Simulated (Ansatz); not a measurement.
CH5GeN, closed shell: a pair in one relaxed arrangement.

Input (in.yaml):

```yaml
crystal:
  periodic: [false, false, false]
  atoms:
    - {symbol: C, position_ang: [-0.237788, -0.287932, -2.873797]}
    - {symbol: N, position_ang: [-0.100824, -0.149674, -1.745283]}
    - {symbol: H, position_ang: [-0.365406, -0.416848, -3.927068]}
    - {symbol: Ge, position_ang: [0.140295, 0.169972, 1.698117]}
    - {symbol: H, position_ang: [0.595428, 1.485040, 1.055421]}
    - {symbol: H, position_ang: [0.235919, 0.305600, 3.228649]}
    - {symbol: H, position_ang: [1.047445, -0.979918, 1.245742]}
    - {symbol: H, position_ang: [-1.315070, -0.126238, 1.318320]}
basis:
  gaussian: {orbitals: def2-SVP}
correlation: {method: ccsd_t}
```

Run by:

```bash
ansatz run in.yaml --threads 4 --pin off --events-out ev --progress --plain --max-ram 9574MiB
```

The run's output (Ansatz 0.2.0):

```
Functional definition: HF
  name "HF"
  cite "Fock, Z. Phys. 61, 126 (1930) doi:10.1007/BF01340294"
  parent pbe
  exchange = exact_x
  correlation = 0
859 factors; integrals over basis functions are off by at most 1.3e-3 eV
mean field evaluation 1: about -59052.3712 eV, gradient 2.7e1 eV
mean field evaluation 2: about -59052.3740 eV, gradient 2.7e1 eV
mean field evaluation 4: about -59054.5422 eV, gradient 2.9e0 eV
mean field evaluation 8: about -59054.5836 eV, gradient 1.8e-4 eV
mean field evaluation 16: about -59054.5813 eV, gradient 2.5e-1 eV
mean field -59054.58360508 eV, -2170.2159188522 hartree, gradient 8.4e-7 eV, S^2 0.000000; 0 other end points of the search recorded, 0 dependent functions left out
11 core orbitals not correlated: weight in the atoms' cores, before any rotation towards them, 1.000 or more for the frozen orbitals, at most 0.000 for the correlated occupied ones
reference -59054.58360508 eV, -2170.2159188522 hartree; 14, 14 occupied and 60, 60 virtual orbitals, 859 factors
second order -14.55331710 eV of doubles, -0.00000000 eV of singles
cycle   1  -14.56969657 eV  change   -1.6e-2 eV  update   1.0e-1
cycle   2  -15.14997432 eV  change   -5.8e-1 eV  update   3.2e-2
cycle   3  -15.24537655 eV  change   -9.5e-2 eV  update   1.4e-2
cycle   4  -15.24993064 eV  change   -4.6e-3 eV  update   3.8e-3
cycle   5  -15.25328132 eV  change   -3.4e-3 eV  update   1.3e-3
cycle   6  -15.25355897 eV  change   -2.8e-4 eV  update   3.4e-4
cycle   7  -15.25375489 eV  change   -2.0e-4 eV  update   8.9e-5
cycle   8  -15.25382390 eV  change   -6.9e-5 eV  update   2.7e-5
cycle   9  -15.25383435 eV  change   -1.0e-5 eV  update   7.8e-6
perturbative correction -0.49543052 eV, -0.0182067356 hartree
Total energy: -59070.33286995 eV, -2170.7946936608 hartree
```

The run took about 2 s on 4 CPU threads of an Intel Xeon Platinum 8175M (shared host).
